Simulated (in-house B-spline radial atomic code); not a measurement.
**Removing one electron from Ba⁴⁶⁺**

Closed shell [He] 2s2 2p6. Computed with an all-electron radial atomic-structure program (B-spline basis): Koopmans values of Dirac-Hartree-Fock plus a diagonal self-energy, in second order or with its direct term screened (direct RPA, with the hole-particle interaction, or full time-dependent Hartree-Fock), linearised in energy; no-pair Dirac-Coulomb Hamiltonian, finite nucleus. Shifts add to the Koopmans value (the ΔSCF shift is orbital relaxation alone); the final value takes TDHF screening with Breit and QED.

Command:
```bash
python run_mb.py task.json out
```
Settings (nuclear radius in fm, box in bohr, cutoff in hartree):
```
basis_form          2
Z                   56
core_configuration  [He] 2s2 2p6
rms_radius          4.8378
mass_number         138
speed_of_light      137.036
box_radius          2.681
lmax                7
intervals           57
virtual_cutoff      12544.0
```

Time taken, with all properties: 3.1 s on 1 thread of Arm Neoverse V1, on a shared host.

Energies in eV:

| subshell | Koopmans | ΔSCF shift | second order | direct RPA | hole-particle | TDHF | Breit + QED | final |
| --- | --- | --- | --- | --- | --- | --- | --- | --- |
| 2p3/2 | 8339.12 | -3.068 | ? | ? | ? | ? | ? | ? |
| 2p1/2 | 8738.51 | -3.658 | -2.038 | -1.719 | -1.900 | -1.928 | -15.167 | 8721.41 |
| 2s1/2 | 9059.61 | -2.329 | -3.059 | -2.693 | -2.906 | -2.936 | -15.674 | 9041.00 |

Task: What does the self-energy do to 2p3/2?

Result: It shifts the removal energy by -1.524 eV in second order, -1.270 with direct RPA, -1.418 with the hole-particle term and -1.440 with TDHF screening (quasi-particle weight 0.999); Breit and QED add -10.289 eV. The final value is 8327.39 eV, against 8326 ± 4 eV (NIST, tabulated theory).
